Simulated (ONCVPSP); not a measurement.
**What one change does to a pseudopotential (magnesium (Mg), ONCV)**

ONCVPSP 4.0.1 input, shortened (lines: element, Z, core and valence counts, functional; n l f; lmax; l rc ep ncon nbas qcut; lloc lpopt rc5 dvloc0; l nproj debl; icmod fcfact rcfact), PBEsol, scalar-relativistic:

```
  Mg 12.00    1    3  -116133      upf
    1    0    2.00
    2    0    2.00
    2    1    6.00
    3    0    2.00
    2
    0    1.30    0.00    4    9    7.90
    1    1.10    0.00    4    8   10.10
    2    1.15    0.25    4    9    8.00
    4    5    1.00    0.00
    0    2    2.10
    1    2    0.80
    2    1    1.40
    3    4.50    1.20
```

In the p channel the program set the typed energies aside and used -1.711, 0.250 Ha.

All-electron outer shells of the reference configuration (PBEsol, scalar-relativistic, ld1.x):

```csv
shell,level (eV),outermost node (bohr),outermost maximum (bohr)
1s,-1256.64,–,0.09
2s,-79.59,0.18,0.55
2p,-46.55,–,0.48
3s,-4.68,0.90,2.56
```

Change: s: rc 1.78.

Cutoffs: the cutoffs (Ha) at which the residual kinetic energy of the hardest occupied pseudo-wave falls to 1 and 0.1 mHa per electron; they do not see the model core or the augmentation charge, which bear on the density cutoff. Errors are all-electron minus pseudo energies relative to the spin-unpolarised reference configuration.

Problem. Predict the effect on cutoff, ghosts and configuration errors.

Solution. The potential gets neither clearly harder nor softer (50 Ha and 156 Ha → 50 Ha and 156 Ha); of the 4 tests that both files solve, the error grows in 1 and shrinks in 0 by more than 15 % and 0.3 meV (median size 1.3 → 2.0 meV); neither file shows a bound ghost.

| quantity | base | changed |
| --- | --- | --- |
| cutoff, loose | 50 Ha | 50 Ha |
| cutoff, tight | 156 Ha | 156 Ha |
| loose cutoff by channel | s 21 Ha, p 50 Ha | s 18 Ha, p 50 Ha |
| bound ghosts | none | none |
| GHOST(+) flags under 300 eV | none | none |
| error for 2s2 2p6 3s1, meV [ΔE 7.92 eV] | -0.3 | -0.5 |
| error for 2s2 2p6 3s0, meV [ΔE 22.74 eV] | -2.2 | -3.5 |
| error for 2s2 2p6 3s1.5, meV [ΔE 3.13 eV] | -0.1 | -0.1 |
| error for 2s2 2p5 3s2, meV [ΔE 58.45 eV] | +335 | +335 |
| p: phases at 1.11 bohr within 0.05 rad from the reference energy up to (Ha; the scan ends near 5) | to the end of the scan | to the end of the scan |
| d: phases at 1.17 bohr within 0.05 rad from the reference energy up to (Ha; the scan ends near 5) | to the end of the scan | to the end of the scan |
| rms error of d²Exc/dni dnj with the model core, mHa | 0.99 | 1.20 |
